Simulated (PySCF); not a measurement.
## Löwdin shares of the frontier orbitals

Ga(PH3)Cl3.
Z-matrix (Å and degrees, PBE0-D3(BJ)/def2-SVP geometry), rows numbered from 1:
```
Ga
P   1  2.4890
H   2  1.4150  1  117.35
H   2  1.4149  1  117.20  3  -120.21
H   2  1.4150  1  116.95  3   119.97
Cl  1  2.1582  2  100.03  3    59.20
Cl  1  2.1560  2   99.47  3   -61.43
Cl  1  2.1559  2   99.26  3   179.70
```

Theory: TDDFT CAM-B3LYP/def2-SVPD, vertical, gas phase, core orbitals frozen in the response in PySCF 2.14.0, density-fitted response routines. Relativistic effects, spin–orbit coupling among them, are left out although an element past zinc is present.

Frontier orbitals with the atoms that hold most of them (Löwdin shares over 4%, at most four atoms; ? is withheld):

| orbital | ε (eV) | atoms |
| --- | --- | --- |
| LUMO+2 | 0.33 | P2 48%, H3 16%, H4 11%, Cl8 7% |
| LUMO+1 | 0.33 | P2 48%, H5 16%, H4 12%, H3 6% |
| LUMO | ? | ? |
| HOMO | -10.12 | Cl8 35%, Cl7 35%, Cl6 30% |
| HOMO-1 | -10.14 | Cl8 23%, Cl7 23%, Cl6 21%, P2 20% |
| HOMO-2 | -10.40 | Cl8 34%, Cl7 34%, Cl6 25%, Ga1 7% |
| HOMO-3 | -10.41 | Cl6 39%, Cl7 27%, Cl8 26%, Ga1 7% |

(1) Give the leading atoms of the LUMO.

(2) What is the LUMO energy, and the HOMO–LUMO gap?

Answers

(1) Ga1 (bonded to 3 Cl and P) 32%; Cl6 (bonded to Ga) 13%; P2 (bonded to Ga and 3 H) 12%; Cl7 (bonded to Ga) 12%. By element: gallium 32%, chlorine 25% or more, phosphorus 12%.

(2) ε(LUMO) = -0.33 eV; the gap is 9.79 eV (0.3599 hartree).

Within 0.005 eV of a neighbour in this list lie LUMO+1/LUMO+2 (point group found: C3v); within a degenerate set the shares of single atoms can hang on how the components are chosen.

Question: The HOMO–LUMO gap is 9.79 eV. Where does the response calculation put the lowest singlet, and from which orbitals?

Answer: S1 is at 6.60 eV (f = 0.0000), 3.20 eV below the gap, made of HOMO→LUMO (80%), HOMO→LUMO+3 (12%). Without the coupling terms of the response equations the lowest excitation would equal the gap.

Next come S2 at 6.81 eV (f 0.224), HOMO-1→LUMO (83%), HOMO-1→LUMO+3 (10%); S3 at 6.88 eV (f 0.015), HOMO-2→LUMO (63%), HOMO-2→LUMO+3 (8%); S4 at 6.88 eV (f 0.013), HOMO-3→LUMO (60%), HOMO-5→LUMO (11%); S5 at 7.04 eV (f 0.049), HOMO-4→LUMO (69%), HOMO-4→LUMO+3 (11%).

Orbitals of the list HOMO-3 to LUMO+2 that lie within 0.01 eV of each other are written together with a slash and their weights summed (≥ marks a lower bound); for degenerate orbitals outside that list single weights are arbitrary.

Löwdin shares depend on the basis, the more so with diffuse functions.
